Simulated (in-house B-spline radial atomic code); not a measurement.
Ionisation energies along the 45-electron series, configuration 1s2 2s2 2p6 3s2 3p6 3d10 4s2 4p6 4d3/2(4) 4d5/2(5), as differences of self-consistent energies. Dirac energy differences include first-order Breit, QED and recoil terms. NIST's values go from ground level to ground level; the uncertainty of those that are theory runs from under 0.1 % in few-electron ions to several per cent in heavy many-electron ones. Computed with an all-electron radial atomic-structure program (B-spline basis): Dirac-Hartree-Fock, jj configuration that fills j = l - 1/2 first, finite nuclei.

A number in brackets counts the electrons of a j subshell.

```tsv
ion	configuration after	ionisation energy (eV)	IE/(q+1)² (eV)	-ε less Coulomb ΔSCF (eV)	Breit and QED recoil part (eV)	tabulated value (eV)	tabulated kind	computed minus tabulated (eV)
Pd+	[Kr] 4d3/2(4) 4d5/2(4)	18.39	4.5978	1.9511	0.016716	19.43	semi-empirical	-1.04
Ag2+	[Kr] 4d3/2(4) 4d5/2(4)	?	?	?	?	?	semi-empirical	?
Cd3+	[Kr] 4d3/2(4) 4d5/2(4)	?	?	?	?	?	tabulated theory	?
In4+	[Kr] 4d3/2(4) 4d5/2(4)	72.18	2.8873	1.6467	0.022203	69.3	semi-empirical	2.88
Sn5+	[Kr] 4d3/2(4) 4d5/2(4)	94.47	2.6243	1.6078	0.021468	94	tabulated theory	0.47
Sb6+	[Kr] 4d3/2(4) 4d5/2(4)	118.77	2.4238	1.5807	0.01955	117	tabulated theory	1.77
Te7+	[Kr] 4d3/2(4) 4d5/2(4)	145.01	2.2657	1.5613	0.016455	143	tabulated theory	2.01
I8+	[Kr] 4d3/2(4) 4d5/2(4)	173.15	2.1377	1.5473	0.012162	171	tabulated theory	2.15
Xe9+	[Kr] 4d3/2(4) 4d5/2(4)	203.17	2.0317	1.537	0.0066476	202	tabulated theory	1.17
```

Fill in the row of Ag2+.

ionisation energy (eV): 33.98; IE/(q+1)² (eV): 3.7755; -ε less Coulomb ΔSCF (eV): 1.7955; Breit and QED recoil part (eV): 0.01995; tabulated value (eV): 34.8; computed minus tabulated (eV): -0.82.

Fill in the row of Cd3+.

ionisation energy (eV): 51.98; IE/(q+1)² (eV): 3.2486; -ε less Coulomb ΔSCF (eV): 1.7045; Breit and QED recoil part (eV): 0.021723; tabulated value (eV): 51; computed minus tabulated (eV): 0.98.

How far is this level of theory from the measured and semi-empirical values?

Over those 3 rows the differences run from -1.04 to +2.88 eV (mean absolute value 1.6 eV). The calculation leaves out correlation and, in open shells, the multiplet splittings that an average leaves out.
